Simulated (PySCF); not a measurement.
Gas-phase reaction: SnF₄ + 2 CF = SnF₂ + C₂F₄

Energies from PySCF, thermal terms from the rigid-rotor harmonic-oscillator model, ideal gas at 1 bar. † marks an energy on the PBE0/def2-TZVP geometry and frequencies. Open shells (unrestricted): CF (multiplicity 2); the rest are closed-shell singlets. Spin-orbit splitting is ignored; it lowers the true energy and changes the entropy of CF. Sn: scalar-relativistic def2 core potential, no spin-orbit coupling.

PBE0/def2-SVP† gives ΔH°(298 K) = -745 kJ.

Task: What do BLYP/def2-TZVP†, HF/def2-TZVP†, PBE/def2-TZVP† give?

Result: BLYP/def2-TZVP†: -635 kJ; HF/def2-TZVP†: -423 kJ; PBE/def2-TZVP†: -688 kJ. For scale, ΔH°(298 K) is -745 kJ at this level, -632 kJ at ωB97M-V/def2-TZVP†, and runs from -1196 to -423 kJ over the 18 levels computed.
